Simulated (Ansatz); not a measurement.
## Nudged elastic band run: ClGaH3

Input file:

```yaml
crystal:
  periodic: [false, false, false]
  atoms:
    - { symbol: Ga, position_ang: [0.004454, 0.000366, -0.248888] }
    - { symbol: Cl, position_ang: [0.027136, -0.002404, 1.907959] }
    - { symbol: H, position_ang: [1.407218, 0.000296, -0.927744] }
    - { symbol: H, position_ang: [-1.412241, 0.000307, -0.898155] }
    - { symbol: H, position_ang: [-0.026567, 0.001435, 5.246828] }
magnetization:
  spin_polarized: true
  initial_magnetization: 1
basis:
  gaussian: { orbitals: def2-SVP }
hamiltonian:
  xc: pbe0
  dispersion: d4
neb:
  order_check: false
  images: 9
  f_tol: 0.05
  max_iterations: 50
  final_atoms:
    - { symbol: Ga, position_ang: [-0.00060571, 0.00013746, -0.44350207] }
    - { symbol: Cl, position_ang: [0.00108438, -0.00040903, 3.36058152] }
    - { symbol: H, position_ang: [1.38195171, 0.00023418, -1.24344922] }
    - { symbol: H, position_ang: [-1.38382705, 0.00024151, -1.24230177] }
    - { symbol: H, position_ang: [0.00139666, -0.00020412, 4.64867153] }
  initial_path:
    images:
      - { positions_ang: [[0.004454, 0.000366, -0.248888], [0.027136, -0.002404, 1.907959], [1.407218, 0.000296, -0.927744], [-1.412241, 0.000307, -0.898155], [-0.026567, 0.001435, 5.246828]] }
      - { positions_ang: [[0.00355389, 0.00029716, -0.1991104], [0.0217223, -0.00192952, 2.0243672], [1.3976779, 0.0002434, -0.89920765], [-1.4017293, 0.00025444, -0.87551154], [-0.0212248, 0.00113452, 5.0294624]] }
      - { positions_ang: [[0.00265379, 0.00022831, -0.1493328], [0.01630861, -0.00145504, 2.1407754], [1.3881378, 0.0001908, -0.87067131], [-1.3912176, 0.00020189, -0.85286809], [-0.0158826, 0.00083404, 4.8120968]] }
      - { positions_ang: [[0.00175368, 0.00015947, -0.0995552], [0.01089491, -0.00098056, 2.2571836], [1.3785977, 0.0001382, -0.84213496], [-1.38070589, 0.00014933, -0.83022463], [-0.0105404, 0.00053356, 4.5947312]] }
      - { positions_ang: [[0.00085357, 9.063e-05, -0.0497776], [0.00548121, -0.00050608, 2.3735918], [1.3690576, 8.56e-05, -0.81359862], [-1.37019419, 9.678e-05, -0.80758118], [-0.00519819, 0.00023308, 4.3773656]] }
      - { positions_ang: [[-4.654e-05, 2.178e-05, 0.0], [6.751e-05, -3.16e-05, 2.49], [1.35951751, 3.3e-05, -0.78506227], [-1.35968249, 4.422e-05, -0.78493772], [0.00014401, -6.741e-05, 4.16]] }
      - { positions_ang: [[-0.00015837, 4.492e-05, -0.08870041], [0.00027089, -0.00010709, 2.6641163], [1.36400435, 7.324e-05, -0.87673966], [-1.3645114, 8.368e-05, -0.87641053], [0.00039454, -9.475e-05, 4.2577343]] }
      - { positions_ang: [[-0.0002702, 6.805e-05, -0.17740083], [0.00047426, -0.00018257, 2.83823261], [1.36849119, 0.00011347, -0.96841705], [-1.36934031, 0.00012314, -0.96788334], [0.00064507, -0.00012209, 4.35546861]] }
      - { positions_ang: [[-0.00038204, 9.119e-05, -0.26610124], [0.00067764, -0.00025806, 3.01234891], [1.37297803, 0.00015371, -1.06009444], [-1.37416922, 0.0001626, -1.05935615], [0.0008956, -0.00014943, 4.45320292]] }
      - { positions_ang: [[-0.00049387, 0.00011433, -0.35480165], [0.00088101, -0.00033355, 3.18646522], [1.37746487, 0.00019394, -1.15177183], [-1.37899814, 0.00020205, -1.15082896], [0.00114613, -0.00017677, 4.55093722]] }
      - { positions_ang: [[-0.00060571, 0.00013746, -0.44350207], [0.00108438, -0.00040903, 3.36058152], [1.38195171, 0.00023418, -1.24344922], [-1.38382705, 0.00024151, -1.24230177], [0.00139666, -0.00020412, 4.64867153]] }
```

Launched with:

```bash
$ ansatz run input.yaml --threads 1 --pin off --max-ram 2048MiB --backend cpu --events-out ev --progress --plain --runs-dir out
```

Output, in part (warnings, iteration lines, the closing report on the highest movable image, with atoms numbered from 0):

```
NEB end point (image 0): max|allowed force component| = 8.050e-3 eV/Å (the criterion of neb.relax_end_points is 1.000e-2)
NEB end point (image 10): max|allowed force component| = 3.796e-3 eV/Å (the criterion of neb.relax_end_points is 1.000e-2)
NEB iter   1: max|band force component| = 3.283e0 eV/Å  barrier→ = 0.8724 eV  barrier← = 0.6135 eV  Δτ_max = 0.1913 Å  (303 SCF iters)
NEB iter   2: max|band force component| = 1.797e0 eV/Å  barrier→ = 0.6312 eV  barrier← = 0.3722 eV  Δτ_max = 0.2000 Å  (272 SCF iters)
NEB iter   3: max|band force component| = 7.779e0 eV/Å  barrier→ = 1.0014 eV  barrier← = 0.7425 eV  Δτ_max = 0.0991 Å  (257 SCF iters)
NEB iter   4: max|band force component| = 1.098e0 eV/Å  barrier→ = 0.6678 eV  barrier← = 0.4089 eV  Δτ_max = 0.0684 Å  (262 SCF iters)
NEB iter   5: max|band force component| = 4.511e-1 eV/Å  barrier→ = 0.6633 eV  barrier← = 0.4044 eV  CI = image 5  Δτ_max = 0.0219 Å  (239 SCF iters)
NEB iter   6: max|band force component| = 1.022e-1 eV/Å  barrier→ = 0.6671 eV  barrier← = 0.4081 eV  CI = image 5  Δτ_max = 0.0075 Å  (243 SCF iters)
NEB iter   7: max|band force component| = 8.355e-3 eV/Å  barrier→ = 0.6671 eV  barrier← = 0.4081 eV  CI = image 5  Δτ_max = 0.0000 Å  (493 SCF iters)
Total energy: -64925.58540203 eV, -2385.9712553821 hartree
Atom 0 at    -0.000327     0.000058     0.027426 Å, force     0.000412     0.000037    -0.003426 eV/Å
Atom 1 at    -0.000206     0.000019     2.463427 Å, force    -0.000219     0.000051    -0.000874 eV/Å
Atom 2 at     1.402972     0.000007    -0.697126 Å, force    -0.002957    -0.000024     0.001752 eV/Å
Atom 3 at    -1.402970     0.000019    -0.698417 Å, force     0.002789    -0.000024     0.002116 eV/Å
Atom 4 at     0.000532    -0.000102     3.984689 Å, force    -0.000023    -0.000041     0.000433 eV/Å
Dipole moment:    -0.000063     0.000003    -0.204626 e Å
```

The run converged. A vibrational analysis at the climbing image gives 2 clearly imaginary modes (520i, 343i cm⁻¹): a point of higher order. A lower path may pass nearby, or the ends, which weren't checked, may share the extra mode.

Final band (atoms are numbered from 1 in the order of the input):

| image | path coordinate (Å) | energy (eV) | Ga1–Cl2 (Å) | Cl2–H5 (Å) |
| --- | --- | --- | --- | --- |
| 0 | 0.00 | 0.00 | 2.16 | 3.34 |
| 1 | 0.30 | 0.00 | 2.16 | 3.00 |
| 2 | 0.61 | 0.02 | 2.15 | 2.67 |
| 3 | 0.91 | 0.09 | 2.15 | 2.33 |
| 4 | 1.21 | 0.29 | 2.20 | 1.94 |
| 5 | 1.52 | 0.67 | 2.44 | 1.52 |
| 6 | 1.81 | 0.47 | 2.77 | 1.33 |
| 7 | 2.10 | 0.35 | 3.03 | 1.30 |
| 8 | 2.40 | 0.29 | 3.28 | 1.29 |
| 9 | 2.69 | 0.26 | 3.54 | 1.29 |
| 10 | 2.98 | 0.26 | 3.80 | 1.29 |

Time of the run: 5.4 min on 1 thread of AMD EPYC 7R43 64-Core Processor (Zen 3) (shared host), peak memory 0.19 GiB.
